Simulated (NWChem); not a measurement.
System: C$_{4}$H$_{6}$O; SMILES C1C(C=O)C1

Here is an NWChem input.

```
start job
memory heap 200 mb stack 900 mb global 1100 mb
geometry units angstroms noautoz
  O     -0.584002     1.678307     0.000000
  C      0.507858     1.142047     0.000000
  C      0.712385    -0.327313     0.000000
  C     -0.315336    -1.178471    -0.743500
  C     -0.315336    -1.178471     0.743500
  H      1.436878     1.753557     0.000000
  H      1.745274    -0.664542     0.000000
  H      0.059318    -2.049778    -1.272608
  H     -1.102070    -0.624784    -1.247354
  H      0.059318    -2.049778     1.272608
  H     -1.102070    -0.624784     1.247354
end
basis spherical
  * library def2-svp
end
dft
  xc becke88 lyp
  iterations 150
  mulliken
end
task dft energy
```

Parts of the log:

```
             Northwest Computational Chemistry Package (NWChem) 7.3.0
             --------------------------------------------------------

 CS  symmetry detected

                             Geometry "geometry" -> ""
                             -------------------------

 Output coordinates in angstroms (scale by  1.889725989 to convert to a.u.)

  No.       Tag          Charge          X              Y              Z
 ---- ---------------- ---------- -------------- -------------- --------------
    1 O                    8.0000    -0.58267662     1.68070724     0.00000000
    2 C                    6.0000     0.50907905     1.14423487     0.00000000
    3 C                    6.0000     0.71332024    -0.32516489     0.00000000
    4 C                    6.0000    -0.31456630    -1.17612297    -0.74350000
    5 C                    6.0000    -0.31456630    -1.17612297     0.74350000
    6 H                    1.0000     1.43821798     1.75556415     0.00000000
    7 H                    1.0000     1.74614362    -0.66259479     0.00000000
    8 H                    1.0000     0.05991821    -2.04750283    -1.27260800
    9 H                    1.0000    -1.10119259    -0.62228295    -1.24735400
   10 H                    1.0000     0.05991821    -2.04750283     1.27260800
   11 H                    1.0000    -1.10119259    -0.62228295     1.24735400

 Effective nuclear repulsion energy (a.u.)     166.1832915892

      Symmetry information
      --------------------

 Group name             Cs
 Group number              2
 Group order               2
 No. of unique centers     8

                                 NWChem DFT Module
                                 -----------------

 Summary of "ao basis" -> "ao basis" (spherical)
 ------------------------------------------------------------------------------
       Tag                 Description            Shells   Functions and Types
 ---------------- ------------------------------  ------  ---------------------
 O                          def2-svp                 6       14   3s2p1d
 C                          def2-svp                 6       14   3s2p1d
 H                          def2-svp                 3        5   2s1p

      Symmetry analysis of basis
      --------------------------

        a'         62
        a"         38

            General Information
            -------------------
          SCF calculation type: DFT
          Wavefunction type:  closed shell.
          No. of atoms     :    11
          No. of electrons :    38
           Alpha electrons :    19
            Beta electrons :    19
          Charge           :     0
          Spin multiplicity:     1
          Use of symmetry is: on ; symmetry adaption is: on
          Maximum number of iterations: 150
          AO basis - number of functions:   100
                     number of shells:    48
          Convergence on energy requested:  1.00D-06
          Convergence on density requested:  1.00D-05
          Convergence on gradient requested:  5.00D-04

              XC Information
              --------------
                    Becke 1988 Exchange Functional  1.000
              Lee-Yang-Parr Correlation Functional  1.000

             Grid Information
             ----------------
          Grid used for XC integration:  medium
          Radial quadrature: Mura-Knowles
          Angular quadrature: Lebedev.
          Tag              B.-S. Rad. Rad. Pts. Rad. Cut. Ang. Pts.
          ---              ---------- --------- --------- ---------
          O                   0.60       49          11.0       434
          C                   0.70       49          10.0       434
          H                   0.35       45          11.0       434
          Grid pruning is: on
          Number of quadrature shells:   376
          Spatial weights used:  Erf1

      Superposition of Atomic Density Guess
      -------------------------------------

 Sum of atomic energies:        -228.18607004

      Non-variational initial energy
      ------------------------------

 Total energy =    -231.403642
 1-e energy   =    -636.831067
 2-e energy   =     239.244133
 HOMO         =      -0.326104
 LUMO         =      -0.033963

      Symmetry analysis of molecular orbitals - initial
      -------------------------------------------------

  Numbering of irreducible representations:

     1 a'          2 a"

  Orbital symmetries:

     1 a'          2 a'          3 a"          4 a'          5 a'
     6 a'          7 a'          8 a'          9 a"         10 a'
    11 a'         12 a'         13 a'         14 a"         15 a'
    16 a"         17 a'         18 a"         19 a'         20 a"
    21 a'         22 a'         23 a"         24 a'         25 a'
    26 a"         27 a"         28 a'         29 a'

     ---------------------------------------------
      Total Density - Mulliken Population Analysis
     ---------------------------------------------

    Atom       Charge   Shell Charges
 -----------   ------   -------------------------------------------------------
    1 O    8     8.73   1.99  1.13  0.68  3.06  1.85  0.01
    2 C    6     5.33   1.99  0.94  0.24  1.56  0.52  0.08
    3 C    6     6.28   1.99  0.96  0.32  1.99  0.98  0.04
    4 C    6     6.15   1.99  0.95  0.26  1.99  0.91  0.03
    5 C    6     6.15   1.99  0.95  0.26  1.99  0.91  0.03
    6 H    1     0.96   0.70  0.25  0.02
    7 H    1     0.89   0.67  0.19  0.02
    8 H    1     0.87   0.67  0.18  0.02
    9 H    1     0.88   0.67  0.19  0.02
   10 H    1     0.87   0.67  0.18  0.02
   11 H    1     0.88   0.67  0.19  0.02

   convergence    iter        energy       DeltaE   RMS-Dens  Diis-err
 ---------------- ----- ----------------- --------- --------- ---------
 d= 0,ls=0.0,diis     1   -230.8254647068 -3.97D+02  3.58D-02  9.84D-01
 d= 0,ls=0.0,diis     2   -230.1083558988  7.17D-01  2.96D-02  7.64D+00
 d= 0,ls=0.0,diis     3   -230.9454094474 -8.37D-01  3.44D-03  5.95D-02
 d= 0,ls=0.0,diis     4   -230.9489074810 -3.50D-03  1.65D-03  2.00D-02
 d= 0,ls=0.0,diis     5   -230.9512512026 -2.34D-03  4.25D-04  1.09D-03
  Resetting Diis
 d= 0,ls=0.0,diis     6   -230.9513950601 -1.44D-04  1.02D-04  1.53D-04
 d= 0,ls=0.0,diis     7   -230.9514150509 -2.00D-05  6.32D-05  5.33D-06
 d= 0,ls=0.0,diis     8   -230.9514132415  1.81D-06  4.23D-05  2.19D-05
 d= 0,ls=0.0,diis     9   -230.9514155564 -2.31D-06  1.08D-05  1.96D-06
 d= 0,ls=0.0,diis    10   -230.9514157400 -1.84D-07  3.10D-06  9.28D-08

         Total DFT energy =     -230.951415739985
      One electron energy =     -641.066880581825
           Coulomb energy =      276.316424688097
    Exchange-Corr. energy =      -32.384251435415
 Nuclear repulsion energy =      166.183291589158

 Numeric. integr. density =       37.999999887867

                  Occupations of the irreducible representations
                  ----------------------------------------------

                     irrep           alpha         beta
                     --------     --------     --------
                     a'               14.0         14.0
                     a"                5.0          5.0

                       DFT Final Molecular Orbital Analysis
                       ------------------------------------

 Vector   17  Occ=2.000000D+00  E=-2.789175D-01  Symmetry=a'
              MO Center= -1.2D-01, -9.3D-01,  1.5D-15, r^2= 2.1D+00
   Bfn.  Coefficient  Atom+Function         Bfn.  Coefficient  Atom+Function
  ----- ------------  ---------------      ----- ------------  ---------------
    48      0.292759   4 C  pz               62     -0.292759   5 C  pz
    32      0.218753   3 C  px               46     -0.214445   4 C  px
    60     -0.214445   5 C  px               31     -0.172585   3 C  s
    47     -0.168701   4 C  py               61     -0.168701   5 C  py
    51      0.160612   4 C  pz               65     -0.160612   5 C  pz

 Vector   18  Occ=2.000000D+00  E=-2.602691D-01  Symmetry=a"
              MO Center=  5.5D-02, -2.1D-01, -3.1D-15, r^2= 2.7D+00
   Bfn.  Coefficient  Atom+Function         Bfn.  Coefficient  Atom+Function
  ----- ------------  ---------------      ----- ------------  ---------------
    34      0.410619   3 C  pz                6     -0.310433   1 O  pz
    37      0.247248   3 C  pz                9     -0.211954   1 O  pz
    46     -0.192315   4 C  px               60      0.192315   5 C  px
    47     -0.180583   4 C  py               61      0.180583   5 C  py
    81      0.101542   8 H  s                91     -0.101542  10 H  s

 Vector   19  Occ=2.000000D+00  E=-2.022020D-01  Symmetry=a'
              MO Center= -1.4D-01,  1.4D+00, -2.4D-17, r^2= 1.8D+00
   Bfn.  Coefficient  Atom+Function         Bfn.  Coefficient  Atom+Function
  ----- ------------  ---------------      ----- ------------  ---------------
     5      0.515229   1 O  py               31      0.449656   3 C  s
     8      0.364534   1 O  py                4      0.253652   1 O  px
    71     -0.246717   6 H  s                72     -0.227693   6 H  s
    33      0.218625   3 C  py               36      0.190087   3 C  py
     7      0.161128   1 O  px               22      0.158994   2 C  py

 Vector   20  Occ=0.000000D+00  E=-5.775269D-02  Symmetry=a"
              MO Center=  1.5D-01,  9.3D-01, -5.9D-16, r^2= 2.3D+00
   Bfn.  Coefficient  Atom+Function         Bfn.  Coefficient  Atom+Function
  ----- ------------  ---------------      ----- ------------  ---------------
    20      0.511127   2 C  pz               45      0.482449   4 C  s
    59     -0.482449   5 C  s                23      0.465095   2 C  pz
     6     -0.409628   1 O  pz                9     -0.396906   1 O  pz
    49      0.233560   4 C  px               63     -0.233560   5 C  px
    37      0.170962   3 C  pz               50      0.149173   4 C  py

[...]
```

Level: BLYP/def2-SVP. Structure relaxed at the B3LYP/6-31G* (spherical d) level.
